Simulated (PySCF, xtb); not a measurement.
dibromo(difluoro)methane (CBr₂F₂), SMILES FC(F)(Br)Br.

Harmonic wavenumbers (cm⁻¹) from GFN2-xTB run with xtb at its own minimum, in rising order: 139, 251, 271, 296, 321, 548, 653, 1040, 1098.

Q: What does PBE0-D3(BJ)/def2-SVP (PySCF 2.14.0) give at its own minimum? (The exact figures need the calculation; the answer reports its results.)

A: 168, 285, 334, 346, 375, 647, 831, 1158, 1248. Paired by order, the mean absolute difference is 86 cm⁻¹ and the zero-point energies are 6.6 and 7.7 kcal/mol.
